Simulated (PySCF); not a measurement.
FH6NOSi2, SMILES N[Si@H]([SiH2]F)O.

Geometry optimised at PBE0-D3(BJ)/def2-SVP. The structure was generated by enumeration; whether it is a known compound was not checked. Other conformers were not sampled.

Calculation: PBE0-D3(BJ)/def2-SVP (PySCF).

Frequencies are harmonic and unscaled.

| mode | ν (cm⁻¹) | IR (km/mol) | moving atoms (share of kinetic energy) |
|---|---|---|---|
| 1 | 28 | 0.8 | F 39 %, H 19 %, O 15 %, Si 14 %, N 13 % |
| 2 | 108 | 4.4 | O 34 %, F 31 %, H 15 %, N 12 %, Si 8 % |
| 3 | 147 | 4.7 | H 33 %, N 21 %, F 20 %, Si 16 %, O 9 % |
| 4 | 251 | 60.7 | H 35 %, O 30 %, Si 17 %, N 14 % |
| 5 | 281 | 45.7 | H 43 %, Si 30 %, O 12 %, F 11 % |
| 6 | 302 | 5.8 | H 49 %, Si 25 %, O 11 %, F 9 % |
| 7 | 377 | 31.5 | H 92 % |
| 8 | 414 | 111.3 | H 51 %, Si 37 %, N 11 % |
| 9 | 443 | 74.5 | H 42 %, Si 30 %, N 23 % |
| 10 | 491 | 30.7 | H 65 %, Si 32 % |
| 11 | 684 | 25.5 | H 89 % |
| 12 | 721 | 20.9 | H 91 % |
| 13 | 804 | 90.0 | H 48 %, Si 20 %, F 15 %, N 12 % |
| 14 | 808 | 136.3 | H 38 %, O 33 %, Si 16 %, N 12 % |
| 15 | 826 | 71.7 | H 51 %, F 34 %, Si 13 % |
| 16 | 879 | 192.6 | H 55 %, Si 23 %, N 13 %, F 9 % |
| 17 | 912 | 246.0 | Si 33 %, H 31 %, O 20 %, N 12 % |
| 18 | 923 | 169.5 | H 93 % |
| 19 | 937 | 80.3 | H 72 %, Si 18 % |
| 20 | 971 | 38.4 | H 71 %, Si 19 % |
| 21 | 1548 | 49.7 | H 89 %, N 11 % |
| 22 | 2225 | 110.9 | H 97 % |
| 23 | 2237 | 96.9 | H 96 % |
| 24 | 2260 | 139.3 | H 97 % |
| 25 | 3604 | 33.7 | H 96 % |
| 26 | 3704 | 36.8 | H 91 %, N 9 % |
| 27 | 3877 | 102.1 | H 94 % |
